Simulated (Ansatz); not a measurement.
`FB1N[SiH2]1` → B• + F• + 3 H• + N• + Si•  (atomization)

Gas-phase electronic energies from Ansatz, PBE0-D4/def2-TZVP geometries. CCSD(T)/CBS is the MP2 limit (def2-TZVPP, def2-QZVPP) plus CCSD(T) − MP2 in def2-TZVPP, frozen cores. This one scheme is used for every species, atoms too. DFT in def2-TZVPP. B3LYP here is the variant with VWN-RPA as its local correlation; programs differ in this. No spin–orbit coupling; open shells (•) take unrestricted orbitals. Spin–orbit coupling would lower the free atoms: a little for B, F, Si.

(1) What is ΔE at CCSD(T)/CBS? (An estimate is asked.)

(2) What do these levels give: PBE-D4, revPBE-D4, r2SCAN-D4, ωB97X-V, BLYP, B3LYP, r2SCAN0, BHLYP, CCSD/def2-SVP, CCSD(T)/def2-TZVPP, SCS-MP2/def2-QZVPP, HF/CBS(def2)? (An estimate is asked.)

Largest T1 diagnostic among the species: 0.014.

Answers

(1) The calculation gave: +2566.8 kJ/mol.

(2) The calculation gave: PBE-D4 2641.5, revPBE-D4 2564.9, r2SCAN-D4 2588.8, ωB97X-V 2593.2, BLYP 2564.4, B3LYP 2563.6, r2SCAN0 2531.3, BHLYP 2479.2, CCSD/def2-SVP 2372.2, CCSD(T)/def2-TZVPP 2487.7, SCS-MP2/def2-QZVPP 2592.0, HF/CBS(def2) 1843.5 kJ/mol.

At CCSD(T), def2-SVP lies −162.6 kJ/mol from the extrapolated value and def2-TZVPP −79.1 kJ/mol: correlation converges slowly with the basis, and small sets miss more of it in the bonded molecule than in its fragments. From PBE to PBE0 (25 % exact exchange), in def2-TZVPP and without D4, ΔE moves by −60.8 kJ/mol: exact exchange takes away binding that semilocal exchange gives to molecules. In def2-TZVPP, CCSD(T) changes the Hartree–Fock value by +651.5 kJ/mol (the triples alone add +44.7 kJ/mol) and MP2 by +719.6 kJ/mol; breaking electron pairs costs correlation energy, which Hartree–Fock lacks.

For atomizations the MP2-based limit and the directly extrapolated one differ by several kJ/mol either way, and by 10 to 25 for some Ge, Se and Sn compounds, so smaller differences from it don't rank the levels.
